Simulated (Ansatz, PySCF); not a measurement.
Ge(H)(OH)2(OMe) (CH6GeO3), SMILES [OH][GeH]([OH])[O]C. Atoms are numbered in the order given.

```xyz
11

Ge     0.2915     0.0239     0.4061
O      1.5645     1.2020     0.0529
O      0.7807    -1.5888    -0.1440
O     -1.0792     0.6366    -0.5501
C     -2.3035    -0.0650    -0.6077
H     -0.0291    -0.1229     1.8950
H      1.2237     1.9097    -0.5127
H      1.2208    -1.5659    -1.0050
H     -2.9899     0.4864    -1.2701
H     -2.7871    -0.1489     0.3851
H     -2.1794    -1.0864    -1.0128
```

Geometry: B3LYP-D3(BJ)/def2-SVP. The structure was generated by enumeration, and PubChem lists no compound with its InChIKey, so it may never have been made. One conformer was computed; it need not be the lowest.

Two levels are set side by side: PBE-D3(BJ)/def2-SVP (Ansatz, a quantum-chemistry and plane-wave program) and B3LYP-D3(BJ)/def2-SVP (Ansatz). Each level has its own optimised geometry; the coordinates shown are those of the second. Frequencies come from the Hessian of PySCF at each geometry. Differences are taken from unrounded values.

| quantity | B3LYP-D3(BJ) |
|---|---|
| mean bond length (Å) | 1.352 |
| bond Ge1–O2 (Å) | 1.770 |
| bond Ge1–O3 (Å) | 1.773 |
| bond Ge1–O4 (Å) | 1.780 |
| bond O4–C5 (Å) | 1.412 |
| bond Ge1–H6 (Å) | 1.530 |
| bond O2–H7 (Å) | 0.968 |
| bond O3–H8 (Å) | 0.967 |
| bond C5–H9 (Å) | 1.102 |
| bond C5–H10 (Å) | 1.107 |
| bond C5–H11 (Å) | 1.106 |
| highest harmonic wavenumber (cm⁻¹) | 3834 |
| mean harmonic wavenumber (cm⁻¹) | 1251 |
| zero-point energy (kcal/mol) | 48.28 |

### Question
What does PBE-D3(BJ) give, and how far is it from B3LYP-D3(BJ)? (An estimate is asked for; the answer gives what the named calculation found.)

### Answer

```
quantity                            PBE-D3(BJ)  PBE-D3(BJ) minus B3LYP-D3(BJ)
----------------------------------  ----------  -----------------------------
mean bond length (Å)                     1.362                          0.011
bond Ge1–O2 (Å)                          1.784                          0.014
bond Ge1–O3 (Å)                          1.787                          0.014
bond Ge1–O4 (Å)                          1.797                          0.017
bond O4–C5 (Å)                           1.417                          0.005
bond Ge1–H6 (Å)                          1.543                          0.012
bond O2–H7 (Å)                           0.977                          0.009
bond O3–H8 (Å)                           0.976                          0.009
bond C5–H9 (Å)                           1.110                          0.008
bond C5–H10 (Å)                          1.116                          0.009
bond C5–H11 (Å)                          1.115                          0.009
highest harmonic wavenumber (cm⁻¹)        3721                           -113
mean harmonic wavenumber (cm⁻¹)           1214                            -37
zero-point energy (kcal/mol)             46.87                          -1.41
```

Exact exchange shortens and stiffens bonds; PBE has none. Differences between two approximate levels are no errors against the true value.
